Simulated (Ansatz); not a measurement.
Relaxation of ClGaH5NO (9 atoms, charge 0, multiplicity 1), to a largest force component of 0.03 eV/Å in at most 50 steps.

All numbers below come from Ansatz 0.2.0, RKS LDA/def2-SVP.

```xyz
9
Properties=species:S:1:pos:R:3:forces:R:3
Ga -0.009 0.613 -0.386 -0.19 1.53 0.70
H -0.161 -0.015 2.308 0.08 -1.87 1.07
O 1.593 -0.045 -0.693 0.06 -0.03 -0.02
H 1.569 -0.906 -1.154 -0.02 0.04 0.02
Cl -1.742 -0.414 -1.064 -0.01 -0.01 -0.01
N -0.190 2.297 0.414 0.17 -1.32 -0.89
H -1.105 2.542 0.804 0.02 0.01 0.00
H 0.593 2.663 0.965 -0.02 -0.01 -0.02
H -0.194 0.627 1.951 -0.09 1.66 -0.86
```

Problem. Where does it end, and by what steps?

Solution. The forces met the threshold. After 14 steps the energy has fallen by 0.193 eV; H2 moved furthest, 0.57 Å.

```csv
step,energy less start (eV),largest force component (eV/Å),accepted
0,0.0000,1.874,yes
1,-0.1467,0.764,yes
2,-0.1601,0.269,yes
3,-0.1637,0.130,yes
4,-0.1696,0.148,yes
5,-0.1723,0.233,yes
6,-0.1742,0.121,yes
7,-0.1773,0.113,yes
8,-0.1779,0.372,yes
9,-0.1826,0.210,yes
10,-0.1870,0.197,yes
11,-0.1895,0.189,yes
12,-0.1917,0.213,yes
13,-0.1924,0.106,yes
14,-0.1928,0.012,yes
```

```xyz
9
Properties=species:S:1:pos:R:3
Ga -0.030 0.697 -0.212
H -0.167 -0.481 1.979
O 1.571 0.031 -0.544
H 1.524 -0.847 -0.966
Cl -1.754 -0.411 -0.807
N -0.184 2.310 0.555
H -1.071 2.818 0.501
H 0.623 2.939 0.570
H -0.158 0.304 2.069
```

Whether the end is a true minimum wasn't checked by a vibrational analysis.

Run time: 14 s on 2 threads of Intel(R) Xeon(R) Platinum 8488C (Sapphire Rapids) (shared host), peak memory 0.16 GiB.
